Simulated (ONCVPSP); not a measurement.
## Before and after: ONCV potential for tungsten

```json
{"Element": "tungsten (W)", "Generator": "ONCVPSP 4.0.1", "Type": "optimised norm-conserving Vanderbilt (ONCV)", "Functional": "PBEsol", "Relativity": "scalar-relativistic", "Frozen core": "[Xe] 4f14", "Valence charge": "6", "Reference configuration": "5d5 6s1", "Partial waves": "6s: rc 2.90 bohr, ncon 4, nbas 8, qcut 1.9 1/bohr, 2 projectors, debl 3.7 Ha; p scattering state at 0.1 Ha: rc 2.65 bohr, ncon 3, nbas 6, qcut 3 1/bohr, 2 projectors, debl 3.6 Ha; 5d: rc 2.55 bohr, ncon 3, nbas 7, qcut 6.3 1/bohr, 1 projector", "Local potential": "polynomial inside 1.80 bohr (lpopt 5, dvloc0 0 Ha)", "Core correction": "Teter function, fcfact 1.75, rcfact 1.3"}
```

In the p channel the program set the typed energies aside and used 0.050, 3.650 Ha.

All-electron outer shells of the reference configuration (PBEsol, scalar-relativistic, ld1.x):

| shell | level (eV) | outermost node (bohr) | outermost maximum (bohr) |
| --- | --- | --- | --- |
| 4f | -31.27 | – | 0.43 |
| 6s | -5.18 | 1.28 | 2.71 |
| 5d | -3.34 | 0.63 | 1.52 |

Change: s: debl 0.2.

Cutoffs: the cutoffs (Ha) at which the residual kinetic energy of the hardest occupied pseudo-wave falls to 1 and 0.1 mHa per electron; they do not see the model core or the augmentation charge, which bear on the density cutoff. Errors are all-electron minus pseudo energies relative to the spin-unpolarised reference configuration.

Question: Predict the effect on cutoff, ghosts and configuration errors.

Answer: The potential gets neither clearly harder nor softer (12 Ha and 19 Ha → 12 Ha and 19 Ha); a bound ghost appears in s, which as a rule spoils a file; the lowest positive-energy flag moves from s at 35.7 eV to p at 79.1 eV; of the 4 tests that both files solve, the error grows in 1 and shrinks in 1 by more than 15 % and 0.3 meV (median size 15.6 → 18.2 meV).

| quantity | base | changed |
| --- | --- | --- |
| cutoff, loose | 12 Ha | 12 Ha |
| cutoff, tight | 19 Ha | 19 Ha |
| bound ghosts | none | s |
| GHOST(+) flags under 300 eV | s at 35.7 eV, p at 79.1 eV | p at 79.1 eV |
| error for 5d4 6s2, meV [ΔE -1.54 eV] | +5.2 | +3.2 |
| error for 5d4 6s1, meV [ΔE 7.38 eV] | -5.4 | -8.7 |
| error for 5d4 6s0, meV [ΔE 23.08 eV] | -31 | -31 |
| error for 5d4 6s1 6p1, meV [ΔE 3.00 eV] | -26 | -28 |
| s: phases at 2.95 bohr within 0.05 rad from the reference energy up to (Ha; the scan ends near 5) | 0.9 | 1.7 |
| p: phases at 2.70 bohr within 0.05 rad from the reference energy up to (Ha; the scan ends near 5) | 2.0 | 2.0 |
| d: phases at 2.59 bohr within 0.05 rad from the reference energy up to (Ha; the scan ends near 5) | 1.2 | 1.2 |
| rms error of d²Exc/dni dnj with the model core, mHa | 3.96 | 3.96 |

 A true bound ghost makes a file unfit for plane-wave use even where its test errors are small: the radial tests pick states by their node count and pass the ghost by.
